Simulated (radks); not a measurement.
Values are calculated unless marked as measured or tabulated.
The hydrogen anion H-, configuration [He].

Code: a radial shooting solver on a logarithmic mesh with Libxc functionals. Model: non-relativistic Kohn-Sham, LDA (Slater exchange, VWN5 correlation), spin-polarised, spherical densities, point nucleus; Watson sphere of charge +1 and radius 3.32 bohr.

Energy parts (hartree; the electron-nucleus part includes the sphere):
| part | energy |
|---|---|
| total | -1.08107 |
| kinetic | 0.54610 |
| electron-nucleus | -2.04472 |
| Hartree | 0.87240 |
| exchange-correlation | -0.45484 |

Orbitals (lengths in bohr, moments of r in powers of bohr; <r^-3> diverges for s and p1/2; r(90%) holds 90 % of the orbital's charge):
orbital  occ.  eigenvalue (hartree)  r(90%)  <r^-3>
1s          2              -0.17340    3.97       -

The highest occupied level is 1s at -4.718 eV. Summed over all electrons, <r^2> = 13.00 bohr^2, which gives a Langevin (diamagnetic) susceptibility term of -10.3 x 10^-6 cm^3/mol. The density falls to 0.001 e/bohr^3 at r = 3.92 bohr. The electron density at the nucleus is 0.3449 e/bohr^3.
